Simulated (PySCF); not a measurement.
F$_{2}$S, triplet, geometry from GFN2-xTB (a higher spin typed on purpose: for a closed-shell molecule this is an excited state), with bond 1-2 at 1.6 times its length. Base run: PySCF with B3LYP/6-311G**.

The PySCF input:
```python
from pyscf import gto, scf, dft

mol = gto.Mole()
mol.atom = '''
    F    -1.64509313   -1.37459543    0.00375497
    S    -0.09238123    0.70770983   -0.00877839
    F     1.22705948   -0.66441984    0.01655107
'''
mol.basis = '6-311g**'
mol.spin = 2
mol.verbose = 4
mol.build()

mf = dft.UKS(mol)
mf.xc = 'b3lyp'
mf.kernel()
mf.analyze()
```

The base run was repeated with changes; each row names its change, and settings that it needs were set with it.

```
change                                                                            ΔE vs base (µEh)  SCF cycles  <S^2>               outcome
--------------------------------------------------------------------------------  ----------------  ----------  -----  --------------------
base                                                                                           0.0          21  2.012             converged
init_guess = 1e                                                                               -846          30  2.008  another SCF solution
conv_tol_grad = 1e-7                                                                           0.0          35  2.012             converged
conv_tol_grad = 1e-3                                                                           0.0          21  2.012             converged
conv_tol = 1e-11                                                                               0.0          28  2.012             converged
damp = 0.5; diis_start_cycle = 5                                                              -846          27  2.008  another SCF solution
diis_space = 12                                                                                0.0          20  2.012             converged
init_guess = mod_huckel                                                                       -846          26  2.008  another SCF solution
diis = off; damp = 0.6 (with mf.diis_start_cycle = 200; with mf.max_cycle = 150)                 -         150      -         not converged
conv_tol = 1e-7                                                                                0.6          18  2.012             converged
init_guess = vsap                                                                             -846          22  2.008  another SCF solution
DIIS = ADIIS                                                                                     -          50      -         not converged
level_shift = 0.5 (with mf.max_cycle = 100)                                                      -         100      -         not converged
```

A guess, shift, damping, solver or small numerical setting can't move a converged solution much, so rows marked as another SCF solution ended in a different state.

Open shells are given as the SCF converged; they aren't shown to be the lowest states, and a large step between rows can be another state.
